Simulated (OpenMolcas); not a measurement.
OpenMolcas run: Sm4+

Input:

```
&GATEWAY
Coord
1

Sm 0.0 0.0 0.0
Basis=ANO-RCC-VTZP
Group=XYZ
NoMove
AngMom=0.0 0.0 0.0
AMFI
&SEWARD
&RASSCF
FileOrb=start.orb
Symmetry=1
Spin=5
nActEl=4 0 1
Inactive=15 12
Ras2=0 7
Ras3=5 0
CIRoot=35 35 1
SDav=35
CIMx=300
Iter=120 100
PrWF=0.3
OrbListing=Nothing
MaxOrb=0
Thrs=2.0e-7 1.0e-1 5.0e-4
Atom
>>> COPY $Project.JobIph JOB001
&RASSCF
FileOrb=start.orb
Symmetry=1
Spin=3
nActEl=4 0 1
Inactive=15 12
Ras2=0 7
Ras3=5 0
CIRoot=142 142 1
SDav=210
CIMx=300
Iter=120 100
PrWF=0.3
OrbListing=Nothing
MaxOrb=0
Thrs=2.0e-7 1.0e-1 5.0e-4
Atom
CIOnly
>>> COPY $Project.JobIph JOB002
&RASSCF
FileOrb=start.orb
Symmetry=1
Spin=1
nActEl=4 0 1
Inactive=15 12
Ras2=0 7
Ras3=5 0
CIRoot=142 142 1
SDav=196
CIMx=300
Iter=120 100
PrWF=0.3
OrbListing=Nothing
MaxOrb=0
Thrs=2.0e-7 1.0e-1 5.0e-4
Atom
CIOnly
>>> COPY $Project.JobIph JOB003
&RASSCF
FileOrb=start.orb
Symmetry=2
Spin=5
nActEl=4 0 1
Inactive=15 12
Ras2=0 7
Ras3=5 0
CIRoot=175 175 1
SDav=175
CIMx=300
Iter=120 100
PrWF=0.3
OrbListing=Nothing
MaxOrb=0
Thrs=2.0e-7 1.0e-1 5.0e-4
Atom
>>> COPY $Project.JobIph JOB004
&RASSCF
FileOrb=start.orb
Symmetry=2
Spin=3
nActEl=4 0 1
Inactive=15 12
Ras2=0 7
Ras3=5 0
CIRoot=142 142 1
SDav=735
CIMx=300
Iter=120 100
PrWF=0.3
OrbListing=Nothing
MaxOrb=0
Thrs=2.0e-7 1.0e-1 5.0e-4
Atom
CIOnly
>>> COPY $Project.JobIph JOB005
&RASSCF
FileOrb=start.orb
Symmetry=2
Spin=1
nActEl=4 0 1
Inactive=15 12
Ras2=0 7
Ras3=5 0
CIRoot=142 142 1
SDav=560
CIMx=300
Iter=120 100
PrWF=0.3
OrbListing=Nothing
MaxOrb=0
Thrs=2.0e-7 1.0e-1 5.0e-4
Atom
CIOnly
>>> COPY $Project.JobIph JOB006
&RASSI
NrOfJobIphs=4 35 126 122 15
1 2 3 4 5 6 7 8 9 10 11 12 13 14 15 16 17 18 19 20 21 22 23 24 25 26 27
28 29 30 31 32 33 34 35
1 2 3 4 5 6 7 8 9 10 11 12 13 14 15 16 17 18 19 20 21 22 23 24 25 26 27
28 29 30 31 32 33 34 35 36 37 38 39 40 41 42 43 44 45 46 47 48 49 50 51
52 53 54 55 56 57 58 59 60 61 62 63 64 65 66 67 68 69 70 71 72 73 74 75
76 77 78 79 80 81 82 83 84 85 86 87 88 89 90 91 92 93 94 95 96 97 98 99
100 101 102 103 104 105 106 107 108 109 110 111 112 113 114 115 116 117
118 119 120 121 122 123 124 125 126
1 2 3 4 5 6 7 8 9 10 11 12 13 14 15 16 17 18 19 20 21 22 23 24 25 26 27
28 29 30 31 32 33 34 35 36 37 38 39 40 41 42 43 44 45 46 47 48 49 50 51
52 53 54 55 56 57 58 59 60 61 62 63 64 65 66 67 68 69 70 71 72 73 74 75
76 77 78 79 80 81 82 83 84 85 86 87 88 89 90 91 92 93 94 95 96 97 98 99
100 101 102 103 104 105 106 107 108 109 110 111 112 113 114 115 116 117
118 119 120 121 122
1 2 3 4 5 6 7 8 9 10 11 12 13 14 15
IphNames
JOB001
JOB002
JOB003
JOB004
EJob
SpinOrbit
DIPRint=1.0
SOCoupling=1000.0
Subsets=2
Property=9
'ANGMOM' 1 'ANGMOM' 2 'ANGMOM' 3 'MLTPL  1' 1 'MLTPL  1' 2 'MLTPL  1' 3
'AMFI' 1 'AMFI' 2 'AMFI' 3
SOProperty=3
'ANGMOM' 1 'ANGMOM' 2 'ANGMOM' 3
```

Launched by
```bash
OMP_NUM_THREADS=1 MOLCAS_MEM=2252 MOLCAS_PROJECT=a pymolcas a.inp > a.log  # once for each step of the input, in one work folder
```

A driver script runs the steps one by one and writes start.orb anew before each from the orbitals found so far, so a CI-only block uses the converged orbitals of the first block.

Output, cut to the results:

```
--- SEWARD ---
Basis set label: SM.ANO-RCC...8S7P5D3F2G1H.

      Electronic valence basis set:
      ------------------
      Associated Effective Charge  62.000000 au
      Associated Actual Charge     62.000000 au
      Nuclear Model: Point charge

      Shell  nPrim  nBasis  Cartesian Spherical Contaminant
         s      25       8        X
         p      22       7        X
         d      15       5                 X
         f      11       3                 X
         g       4       2                 X
         h       2       1                 X
                  Relativistic Douglas-Kroll-Hess integrals:
                    - DKH order of Hamiltonian: 2
                    - DKH order of Properties : 0
                  Atomic mean-field integrals
--- RASSCF ---
Wave function specifications:
      -----------------------------

      Number of closed shell electrons          54
      Number of electrons in active shells       4
      Max number of holes in RAS1 space          0
      Max nr of electrons in RAS3 space          1
      Number of inactive orbitals               27
      Number of active orbitals                 12
      Number of secondary orbitals              65
      Spin quantum number                      2.0
      State symmetry                             1
Orbital specifications:
      -----------------------

      Symmetry species                           1   2
                                                ag  au
      Frozen orbitals                            0   0
      Inactive orbitals                         15  12
      Active orbitals                            5   7
      RAS1 orbitals                              0   0
      RAS2 orbitals                              0   7
      RAS3 orbitals                              5   0
      Secondary orbitals                        31  34
      Deleted orbitals                           0   0
      Number of basis functions                 51  53
      Number of CSFs                            35
      Number of root(s) required                35
      Iter CI   SX   CI       RASSCF       Energy    max ROT     max BLB   max BLB  Level Ln srch  Step   QN
          iter iter root      energy       change     param      element    value   shift minimum  type update
 Nr of preliminary CI iterations:   1
 ###############################################################################
 ###############################################################################
 ###                                                                         ###
 ###                                                                         ###
 ###    WARNING: Problems in orbital optimization.                           ###
 ###                                                                         ###
 ###                                                                         ###
 ###############################################################################
 ###############################################################################
  Warning: In symmetry  1, orbital p=  16 has diagonal density matrix element D(p,p) close to zero. D(p,p)=  0.000000E+00
  Warning: In symmetry  1, orbital p=  17 has diagonal density matrix element D(p,p) close to zero. D(p,p)=  0.000000E+00
        ...
  Warning: In symmetry  1, orbital p=  18 has diagonal density matrix element D(p,p) close to zero. D(p,p)=  0.000000E+00
  Warning: In symmetry  1, orbital p=  19 has diagonal density matrix element D(p,p) close to zero. D(p,p)=  0.000000E+00
  Warning: In symmetry  1, orbital p=  20 has diagonal density matrix element D(p,p) close to zero. D(p,p)=  0.000000E+00
        8   1    5    0  -415.57744625   -1.42E-07   2.99E-06   15  22 1  1.32E-05   0.50   1.02    QN   YES
      Convergence after  8 iterations
        9   1    5    0  -415.57744625   -2.96E-10   2.99E-06   15  22 1  2.25E-06   0.50   1.02    QN   YES
      Natural orbitals and occupation numbers for root  1
      sym 1:   0.000000   0.000000   0.000000   0.000000   0.000000
      sym 2:   0.846031   0.274172   0.876901   0.737760   0.254896   0.211806   0.798434
      Natural orbitals and occupation numbers for root  2
      sym 1:   0.000000   0.000000   0.000000   0.000000   0.000000
      sym 2:   0.148614   0.869631   0.210397   0.830036   0.843719   0.818694   0.278909
      Natural orbitals and occupation numbers for root  3
      sym 1:   0.000000   0.000000   0.000000   0.000000   0.000000
...
--- RASSI ---
SPIN-FREE ENERGIES:
  (Shifted by EMIN (a.u.) =     -10415.6536579543)

 SF State       Relative EMIN(au)   Rel lowest level(eV)    D:o, cm**(-1)      L_eff

     1             0.0000000000        0.0000000000              0.0000         6.0
     2             0.0000000000        0.0000000000              0.0000         6.0
     3             0.0000000000        0.0000000000              0.0000         6.0
     4             0.0000000000        0.0000000000              0.0000         6.0
     5             0.0000000000        0.0000000000              0.0000         6.0
     6             0.0000000000        0.0000000000              0.0000         6.0
     7             0.0000000000        0.0000000000              0.0000         6.0
     8             0.0000000000        0.0000000000              0.0000         6.0
     9             0.0000000000        0.0000000000              0.0000         6.0
    10             0.0000000000        0.0000000000              0.0000         6.0
    11             0.0000000000        0.0000000000              0.0000         6.0
    12             0.0000000000        0.0000000000              0.0000         6.0
    13             0.0000000000        0.0000000000              0.0000         6.0
    14             0.0762117042        2.0738261188          16726.5357         3.0
    15             0.0762117042        2.0738261188          16726.5357         3.0
    16             0.0762117042        2.0738261188          16726.5357         2.8
    17             0.0762117042        2.0738261188          16726.5357         2.4
    18             0.0762117042        2.0738261188          16726.5357         2.9
    19             0.0762117042        2.0738261188          16726.5357         3.0
    20             0.0762117042        2.0738261188          16726.5357         3.0
    21             0.0762117042        2.0738261188          16726.5357         2.0
...
```

Levels above the lowest, from the spin-orbit matrix, grouped by J:

| Configuration | Term | J | E (eV) | Term weight % | Second |
| --- | --- | --- | --- | --- | --- |
| 4f⁴ | ⁵I | 4 | 0.0000 | 97 | 2 ³H(1) |
| 4f⁴ | ⁵I | 5 | 0.2491 | 99 |  |
| 4f⁴ | ⁵I | 6 | 0.5229 | 99 |  |
| 4f⁴ | ⁵I | 7 | 0.8124 | 98 |  |
| 4f⁴ | ⁵I | 8 | 1.1111 | 96 | 4 ³K |
| 4f⁴ | ⁵F | 1 | 2.3108 | 95 | 5 ³D |
| 4f⁴ | ⁵F | 2 | 2.3878 | 93 | 4 ³D |
| 4f⁴ | ⁵F | 3 | 2.5320 | 95 |  |
| 4f⁴ | ⁵S | 2 | 2.6530 | 94 | 5 ³P |
| 4f⁴ | ⁵F | 4 | 2.6888 | 90 | 6 ³G(1) |
| 4f⁴ | ³K | 6 | 2.8122 | 98 |  |
| 4f⁴ | ⁵F | 5 | 2.9112 | 91 | 7 ³G(1) |
| 4f⁴ | ³K | 7 | 3.0354 | 84 | 13 ³L |
| 4f⁴ | ³H(1) | 4 | 3.1929 | 58 | 19 ³G(1) |
| 4f⁴ | ³K | 8 | 3.3012 | 74 | 13 ³L |
| 4f⁴ | ⁵G | 2 | 3.3870 | 92 | 5 ³F(2) |
| 4f⁴ | ⁵G | 3 | 3.4035 | 60 | 36 ³G(1) |
| 4f⁴ | ³H(1) | 5 | 3.5878 | 62 | 16 ⁵G |
| 4f⁴ | ⁵G | 4 | 3.7406 | 73 | 20 ³H(1) |
| 4f⁴ | ³G(1) | 3 | 3.8486 | 61 | 36 ⁵G |
| 4f⁴ | ³L | 7 | 3.9585 | 86 | 13 ³K |
| 4f⁴ | ³D | 2 | 4.0081 | 60 | 20 ³P |
| 4f⁴ | ⁵G | 5 | 4.0501 | 74 | 24 ³H(1) |
| 4f⁴ | ³H(1) | 6 | 4.0821 | 64 | 35 ⁵G |

High states are left out of the spin-orbit mixing, which shifts the levels that they would mix with. Without dynamic correlation excited terms often stand tens of per cent too high (terms of higher spin than the ground term too low), and those without a measured partner can miss by more than the paired ones. Terms from blocks run as CI alone lack orbitals of their own. Only configurations of the active space appear. The first state left out of the spin-orbit step lies near 57000 cm-1 above the lowest spin-free state of the reference (among the parities and spins computed), and the list stops at four fifths of that energy or lower. The table shows the lowest 24 of 45 levels.

The term weight is that of the spin-free term in the level, not the purity of its configuration. A number in round brackets counts repeated terms of one configuration in the order of the reference energies.
